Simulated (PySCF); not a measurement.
C3H5BO2, SMILES C=C1OCB1O.

Coordinates come from a PBE0-D3(BJ)/def2-SVP optimisation. This is a generated structure with no PubChem entry under its InChIKey; it may be hypothetical. One conformer was computed; it need not be the lowest.

Level of theory: TDA-CAM-B3LYP/def2-SVPD (PySCF).

Vertical excitations.  State labels are in the subgroup Cs.

Computed lowest excited states:
| state | symmetry | energy (eV) | λ (nm) | f | main pairs |
|---|---|---|---|---|---|
| S1 | A' | 5.27 | 235 | 0.212 | HOMO→LUMO 93 % |
| S2 | A" | 5.94 | 209 | 0.001 | HOMO−1→LUMO 96 % |
| S3 | A" | 5.96 | 208 | 0.016 | HOMO→LUMO+1 92 % |
| S4 | A" | 6.62 | 187 | 0.017 | HOMO→LUMO+2 81 % |
| S5 | A" | 6.67 | 186 | 0.004 | HOMO−2→LUMO 97 % |
| S6 | A" | 7.18 | 173 | 0.003 | HOMO→LUMO+3 76 %, HOMO→LUMO+4 18 % |
| S7 | A' | 7.50 | 165 | 0.027 | HOMO−1→LUMO+1 83 % |
| S8 | A" | 7.70 | 161 | 0.003 | HOMO→LUMO+4 59 %, HOMO→LUMO+3 14 % |
| S9 | A' | 7.73 | 160 | 0.076 | HOMO−3→LUMO 82 % |
| S10 | A' | 8.06 | 154 | 0.012 | HOMO→LUMO+5 82 % |
| T1 | A' | 3.11 | 399 | 0 | HOMO→LUMO 92 % |
| T2 | A" | 5.35 | 232 | 0 | HOMO−1→LUMO 91 % |
| T3 | A" | 5.90 | 210 | 0 | HOMO→LUMO+1 91 % |
| T4 | A" | 6.10 | 203 | 0 | HOMO−2→LUMO 91 % |
Triplets are in the Tamm–Dancoff approximation.
